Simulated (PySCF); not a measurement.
Frontier levels across methods

C₄H₈BN.
Numbering: `[CH3:1][C:2]#[C:3][B:4]([CH3:5])[NH2:6]` (hydrogens: H7, H8, H9 on C1; H10, H11, H12 on C5; H13, H14 on N6)

Geometry (PBE0-D3(BJ)/def2-SVP, Å), atoms numbered from 1 in this order:
```xyz
14
C4H8BN angstrom
C      3.039   -0.350    0.155
C      1.609   -0.106    0.221
C      0.408    0.101    0.276
B     -1.115    0.322    0.347
C     -2.096   -0.911    0.464
N     -1.602    1.634    0.310
H      3.287   -1.023   -0.681
H      3.604    0.585    0.016
H      3.400   -0.827    1.081
H     -3.161   -0.633    0.482
H     -1.873   -1.483    1.380
H     -1.934   -1.609   -0.375
H     -0.998    2.441    0.239
H     -2.588    1.853    0.351
```

Basis pcSseg-1 throughout (PySCF), one geometry. Geometry: PBE0-D3(BJ)/def2-SVP; no solvent, vibrations or thermal averaging.

Problem. How do the orbital energies, the gap and the dipole change with the method?

Solution. 
```csv
method,kind,HOMO (eV),LUMO (eV),gap (eV),μ (D),SCF cycles
BLYP,GGA,-5.77,-0.77,4.99,1.29,16
B97-D,GGA,-5.89,-0.82,5.07,1.25,15
OPBE,GGA,-5.90,-0.86,5.04,1.26,15
PBE,GGA,-5.93,-0.94,4.99,1.28,16
KT3,GGA,-5.96,-0.92,5.04,1.24,15
KT2,GGA,-5.97,-0.97,5.00,1.25,14
BP86,GGA,-6.04,-1.03,5.00,1.27,15
LDA,LDA,-6.09,-1.15,4.94,1.28,15
B97-2,global hybrid,-6.91,-0.06,6.85,1.21,14
B3LYP,global hybrid,-6.92,-0.21,6.71,1.24,14
PBE0,global hybrid,-7.17,-0.03,7.14,1.23,14
mPW1PW91,global hybrid,-7.20,-0.05,7.15,1.22,14
BHandHLYP,global hybrid,-8.24,1.05,9.29,1.19,14
CAM-B3LYP,range-separated hybrid,-8.51,1.13,9.63,1.23,14
wB97X-D,range-separated hybrid,-9.05,1.76,10.81,1.21,14
HF,Hartree–Fock,-9.90,3.69,13.59,1.11,11
LC-wPBE,range-separated hybrid,-9.95,2.21,12.16,1.20,13
```

The HOMO spans 4.18 eV, from BLYP down to LC-wPBE, and the gap runs from 4.94 eV (LDA) to 13.59 eV (HF). Over the methods BLYP (0 %), B97-D (0 %), OPBE (0 %), PBE (0 %), KT3 (0 %), KT2 (0 %), BP86 (0 %), LDA (0 %), B97-2 (21 %), B3LYP (20 %), PBE0 (25 %), mPW1PW91 (25 %), BHandHLYP (50 %), HF (100 %), a straight line through the gap against the share of exact exchange rises by 0.86 eV for each 10 % (correlation coefficient 1.000). The dipole ranges from 1.11 D (HF) to 1.29 D (BLYP). This basis has no diffuse functions.
